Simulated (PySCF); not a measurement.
CH5BiO2, SMILES [CH3][Bi]([OH])[OH].

Coordinates come from a B3LYP-D3(BJ)/def2-SVP optimisation. The structure was generated by enumeration; whether it is a known compound was not checked. The def2 effective core potentials stand for the cores of Bi; spin–orbit coupling is left out. One conformer was computed; it need not be the lowest.

These are PBE/def2-TZVP run with PySCF values and carry that method's errors.

Gas-phase values at a fixed geometry.

```yaml
total_energy: -406.12368 hartree
point_group: Cs
highest_occupied_level: -6.38 eV
lowest_empty_level: -1.57 eV
orbital_gap: 4.81 eV
dipole_moment: 2.71 D
quadrupole, principal values (traceless, Buckingham form, about the centre of nuclear charge): -7.84, -3.77, 11.61 D·Å
mean_static_polarisability: 66.4 bohr³ (9.84 Å³)
polarisability_principal_values: 59.6, 64.6, 74.9 bohr³
```
